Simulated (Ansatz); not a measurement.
Problem. Predict a relaxed structure of SiSn₂⁻, charge -1, doublet, at r2SCAN-D4/def2-TZVPD (Ansatz).

Solution. 
```xyz
3

Si   -0.321    0.954    0.897
Sn   -0.519   -1.494    0.391
Sn    0.840    0.541   -1.289
```
Point group C2v (tolerance 0.1 Å). This is one stationary point.

In the def2 sets Sn takes a core potential; there is no spin–orbit coupling. The structure comes from a short search, and lower isomers may exist.
